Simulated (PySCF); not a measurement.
Record of a relaxation.

4-aminothiophenol, C6H7NS.
Bonds: N1–C2, C2–C3 (aromatic), C3–C4 (aromatic), C4–C5 (aromatic), C5–S6, C5–C7 (aromatic), C7–C8 (aromatic), C2–C8 (aromatic). Hydrogens: H9, H10 on N1; H11 on C3; H12 on C4; H13 on S6; H14 on C7; H15 on C8.

Method: PySCF 2.14.0, PBE0-D3(BJ)/def2-SVP geometry optimisation, gas phase; density fitting, grid level 2; the optimiser is geomeTRIC in internal coordinates, started from a GFN2-xTB structure. The frame can shift and turn from step to step; on so coarse a grid that alone can change the energy by a few meV, and forces under 0.02 eV/Å are noise.

Step 0: E = -18639.8812 eV, largest atomic force 0.830 eV/Å
```
atom  x, y, z in Å  |  force x, y, z in eV/Å
N1     -2.593    0.171   -0.060    0.104  -0.035   0.119
C2     -1.219    0.039   -0.057   -0.509   0.035   0.098
C3     -0.397    1.154    0.116   -0.025  -0.033  -0.033
C4      0.974    1.017    0.196   -0.153  -0.079  -0.037
C5      1.553   -0.241    0.101    0.828  -0.010   0.058
S6      3.310   -0.468    0.191   -0.058  -0.514  -0.060
C7      0.747   -1.358   -0.073    0.053   0.140   0.003
C8     -0.623   -1.219   -0.151   -0.035   0.088  -0.031
H9     -2.955    1.086   -0.274   -0.127   0.118  -0.085
H10    -3.115   -0.591   -0.460   -0.144  -0.066  -0.105
H11    -0.841    2.136    0.189   -0.195   0.428   0.051
H12     1.592    1.893    0.332    0.226   0.360   0.046
H13     3.608    0.818    0.361    0.147   0.436   0.062
H14     1.199   -2.335   -0.150    0.163  -0.472  -0.038
H15    -1.243   -2.093   -0.285   -0.275  -0.396  -0.046
```

Step 1: E = -18639.9233 eV, largest atomic force 0.153 eV/Å
```
atom  x, y, z in Å  |  force x, y, z in eV/Å
N1     -2.619    0.190   -0.029   -0.048   0.006   0.002
C2     -1.243    0.061   -0.007    0.030   0.006  -0.033
C3     -0.409    1.177    0.163   -0.081   0.067   0.020
C4      0.972    1.040    0.236    0.122   0.074   0.013
C5      1.580   -0.216    0.142   -0.088   0.001  -0.010
S6      3.330   -0.468    0.223    0.049   0.143   0.020
C7      0.753   -1.331   -0.031    0.073  -0.090  -0.011
C8     -0.627   -1.197   -0.105   -0.078  -0.064   0.006
H9     -2.981    1.103   -0.273    0.025  -0.023   0.004
H10    -3.135   -0.566   -0.461    0.029   0.014   0.008
H11    -0.853    2.174    0.245    0.020  -0.030  -0.004
H12     1.587    1.935    0.369   -0.034  -0.023  -0.005
H13     3.663    0.832    0.398   -0.027  -0.142  -0.018
H14     1.196   -2.329   -0.111   -0.021   0.035   0.003
H15    -1.247   -2.089   -0.237    0.029   0.026   0.003
```

Step 2: E = -18639.9241 eV, largest atomic force 0.047 eV/Å
```
atom  x, y, z in Å  |  force x, y, z in eV/Å
N1     -2.616    0.192   -0.028   -0.040  -0.022   0.011
C2     -1.241    0.059   -0.007    0.016   0.027  -0.004
C3     -0.409    1.177    0.164    0.006   0.002   0.004
C4      0.973    1.043    0.237   -0.020  -0.040  -0.008
C5      1.575   -0.216    0.141    0.009   0.027   0.004
S6      3.326   -0.463    0.221    0.026  -0.028  -0.003
C7      0.752   -1.335   -0.031    0.026   0.016   0.002
C8     -0.628   -1.201   -0.104   -0.015   0.019   0.004
H9     -2.973    1.106   -0.274    0.001   0.002  -0.005
H10    -3.131   -0.562   -0.462   -0.003  -0.002  -0.005
H11    -0.854    2.172    0.247   -0.004  -0.003  -0.001
H12     1.587    1.937    0.369   -0.005  -0.008  -0.001
H13     3.658    0.832    0.397   -0.004  -0.002   0.001
H14     1.196   -2.331   -0.111    0.003   0.007   0.002
H15    -1.248   -2.093   -0.235    0.000   0.005   0.000
```

Step 3: E = -18639.9242 eV, largest atomic force 0.046 eV/Å
```
atom  x, y, z in Å  |  force x, y, z in eV/Å
N1     -2.619    0.188   -0.028    0.003   0.016   0.019
C2     -1.243    0.063   -0.006    0.029  -0.014   0.001
C3     -0.411    1.181    0.166   -0.003  -0.034  -0.005
C4      0.971    1.044    0.237    0.015  -0.011  -0.002
C5      1.577   -0.213    0.140   -0.018   0.003   0.001
S6      3.328   -0.471    0.218   -0.019  -0.027  -0.007
C7      0.753   -1.331   -0.031   -0.029   0.021   0.001
C8     -0.628   -1.196   -0.103    0.020  -0.003  -0.002
H9     -2.980    1.100   -0.277   -0.009   0.011  -0.007
H10    -3.128   -0.569   -0.465   -0.004  -0.005  -0.008
H11    -0.855    2.176    0.249   -0.001   0.009   0.001
H12     1.584    1.939    0.369    0.009   0.011   0.002
H13     3.667    0.820    0.396    0.012   0.044   0.007
H14     1.196   -2.327   -0.111    0.004  -0.011   0.000
H15    -1.246   -2.088   -0.233   -0.009  -0.010  -0.001
```

Step 4: E = -18639.9244 eV, largest atomic force under 0.02 eV/Å
```
atom  x, y, z in Å  |  force x, y, z in eV/Å
N1     -2.619    0.190   -0.027   -0.004   0.002   0.011
C2     -1.242    0.061   -0.006    0.009  -0.001  -0.003
C3     -0.410    1.178    0.165   -0.008   0.008   0.001
C4      0.972    1.043    0.237    0.001  -0.006  -0.002
C5      1.577   -0.214    0.140   -0.006   0.001   0.001
S6      3.328   -0.468    0.218   -0.001   0.001  -0.002
C7      0.752   -1.332   -0.031    0.001  -0.016  -0.001
C8     -0.629   -1.198   -0.103    0.008   0.009   0.002
H9     -2.977    1.102   -0.276    0.000   0.001  -0.003
H10    -3.130   -0.565   -0.464    0.000   0.000  -0.004
H11    -0.854    2.174    0.248   -0.001   0.001   0.000
H12     1.586    1.938    0.369   -0.001   0.001   0.000
H13     3.665    0.825    0.397    0.000   0.000   0.001
H14     1.196   -2.327   -0.111    0.001  -0.002   0.000
H15    -1.247   -2.090   -0.234    0.001   0.000   0.000
```

**Question.** Summarise the path.

**Answer.** The energy falls by 0.0431 eV from step 0 to step 4; nine tenths of that is first reached at step 1. It falls at every step. The largest force goes from 0.830 to under 0.02 eV/Å. Among the bonds S6–H13 changes most, from 1.331 to 1.348 Å; the atoms move by 0.029 Å rms after alignment.

**Question.** Follow the three bonds and two angles with the largest change from start to end.

**Answer.** 
| step | E above end (eV) | largest force (eV/Å) | S6–H13 (Å) | C7–H14 (Å) | C8–H15 (Å) | C4–C5–S6 (°) | H9–N1–H10 (°) |
| --- | --- | --- | --- | --- | --- | --- | --- |
| 0 | 0.0431 | 0.830 | 1.331 | 1.079 | 1.080 | 121.8 | 114.6 |
| 1 | 0.0011 | 0.153 | 1.354 | 1.094 | 1.095 | 123.7 | 112.9 |
| 2 | 0.0003 | 0.047 | 1.348 | 1.093 | 1.094 | 123.3 | 112.9 |
| 3 | 0.0001 | 0.046 | 1.347 | 1.093 | 1.093 | 123.7 | 112.9 |
| 4 | 0.0000 | under 0.02 | 1.348 | 1.093 | 1.093 | 123.6 | 112.8 |

What follows is the cost of the whole optimisation. Hardware: one thread of an Arm Neoverse V1, shared host with 64 logical CPUs at a one-minute load of 16. Cost: 50 s of wall time, 0.73 GiB resident at most.
